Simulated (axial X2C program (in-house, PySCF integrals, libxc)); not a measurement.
**Spin–orbit effects along a row: molecules with Se (ions), PBE0**

Computed with an in-house relativistic program for diatomic molecules, spin-free (one-electron X2C) or two-component (2c: spin–orbit coupling with atomic mean-field Coulomb and Gaunt terms, which also bring small scalar terms), in Dyall basis sets with cores contracted in-house; open shells are unrestricted.

Basis sets: As dyall-cv3z, Br dyall-cv3z, Ca dyall-cv3z, Co dyall-cv3z, Cr dyall-cv3z, Ge dyall-cv3z, K dyall-cv3z, Mn dyall-cv3z, Ni dyall-cv3z, Sc dyall-cv3z, Se dyall-cv3z, Ti dyall-cv3z, V dyall-cv3z.

| molecule | spin-free state | Re (Å) | ωe (cm⁻¹) | De (eV) | 2c state | Re 2c (Å) | ωe 2c (cm⁻¹) | De 2c (eV) |
| --- | --- | --- | --- | --- | --- | --- | --- | --- |
| KSe⁺ | M_S = 1, Λ = 0 | 3.411 | 98.6 | 0.39 | Ω = 1 | 3.414 | 97.7 | 0.35 |
| CaSe⁺ | M_S = 1/2, Λ = 1 | 2.574 | 313.0 | 2.60 | Ω = 3/2 | 2.576 | 312.1 | 2.64 |
| ScSe⁺ | ? | ? | ? | ? | ? | ? | ? | ? |
| TiSe⁺ | M_S = 1/2, Λ = 2 | 2.170 | 416.2 | 3.59 | Ω = 3/2 | 2.171 | 416.5 | n/a |
| VSe⁺ | M_S = 1, Λ = 0 | 2.188 | 341.6 | 2.87 | Ω = 1 | 2.190 | 340.0 | n/a |
| CrSe⁺ | M_S = 3/2, Λ = 0 | 2.264 | 291.4 | 2.25 | Ω = 3/2 | 2.266 | 290.4 | 2.19 |
| MnSe⁺ | M_S = 2, Λ = 1 | 2.278 | 307.9 | 2.03 | Ω = 1 | 2.280 | 306.8 | 2.08 |
| CoSe⁺ | M_S = 2, Λ = 2 | 2.170 | 325.5 | 2.81 | Ω = 4 | 2.171 | 324.8 | n/a |
| NiSe⁺ | M_S = 3/2, Λ = 0 | 2.193 | 291.8 | 2.53 | Ω = 3/2 | 2.195 | 290.6 | n/a |
| GeSe⁺ | M_S = 1/2, Λ = 1 | 2.287 | 326.9 | 3.45 | Ω = 3/2 | 2.287 | 326.3 | n/a |
| AsSe⁺ | M_S = 0, Λ = 0 | 2.057 | 480.8 | 5.27 | Ω = 0 | 2.058 | 479.4 | 5.25 |
| SeBr⁺ | M_S = 1, Λ = 0 | 2.168 | 390.6 | 3.22 | Ω = 1 | 2.171 | 388.2 | 3.11 |

Estimate the 2c Re and ωe of ScSe⁺ as the mean of its neighbours in the table.

Re ≈ 2.373 Å, ωe ≈ 364.3 cm⁻¹. The PBE0 runs give the row below, so the estimate misses by 0.168 Å and -109.6 cm⁻¹.

```csv
molecule,spin-free state,Re (Å),ωe (cm⁻¹),De (eV),2c state,Re 2c (Å),ωe 2c (cm⁻¹),De 2c (eV)
ScSe⁺,"M_S = 0, Λ = 0",2.204,475.1,4.12,Ω = 0,2.205,473.9,n/a
```

Fragments in 2c: Se + K+, Se + Ca+, Se + Sc+, Se + Ti+, Se + V+, Se + Cr+, Se + Mn+, Se + Co+, Se + Ni+, Se + Ge+, Se+ + As, Br + Se+. Each entry is the lowest single determinant of a limited PBE0 search at one distance. De goes to single-determinant-based atoms at the same level (for ions the charge split of lowest energy) and is withheld (n/a) where an atom does not fit its ground term or J level. Main or longest-lived isotopes. One determinant is a doubtful description, or other states lie close, for KSe⁺, TiSe⁺, VSe⁺, CrSe⁺, MnSe⁺, CoSe⁺, NiSe⁺, GeSe⁺, SeBr⁺; these need not be ground states, and all values refer to the states named. Some open-shell Ω = 0 determinants are out of reach, so the Ω given for KSe⁺, VSe⁺, MnSe⁺, CoSe⁺, SeBr⁺ need not be the lowest component. With several unpaired electrons the Ω given is that of one determinant, not necessarily of the lowest component. The functionals have no current term, which raises determinants with orbital currents.
